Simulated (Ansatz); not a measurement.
Computed with Ansatz.

A structure relaxed at PBE0-D4/def2-TZVP, charge 0, multiplicity 1:

```xyz
8

B     0.638   -0.567   -0.239
C     0.492    0.113    1.104
N    -0.311    0.910    0.460
C    -0.781   -0.021   -0.621
H     1.622   -0.723   -0.897
H     0.968    0.389    2.040
H    -1.652   -0.567   -0.270
H    -0.976    0.466   -1.576
```

Give its formula and SMILES.

C2H4BN, `B1C=NC1`.

Summarise the bond lengths by kind.

2 × B–C 1.513 to 1.568 Å; 1 × B–H 1.194 Å; 2 × C–N 1.302 to 1.501 Å; 3 × C–H 1.085 to 1.090 Å.
